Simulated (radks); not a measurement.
Q: All-electron atom: Br I in [Ar] 3d10 4s2 4p5. Method: scalar-relativistic Kohn-Sham, PBE, spin-unpolarised, spherical densities, point nucleus; computed with a radial shooting solver on a logarithmic mesh with Libxc functionals. Some entries of the table are withheld. Estimate them.

orbital,occ.,eigenvalue (hartree),<r^2> (bohr^2)
1s,2,-489.4322,0.002461
2s,2,-63.69028,0.04236
2p,6,-56.17347,0.03350
3s,2,-8.74910,0.3498
3p,6,-6.37571,0.3728
3d,10,-2.45184,(1)
4s,2,-0.73993,(2)
4p,5,-0.28884,5.235

A: 
(1) 3d <r^2> (bohr^2): 0.4326
(2) 4s <r^2> (bohr^2): 3.221
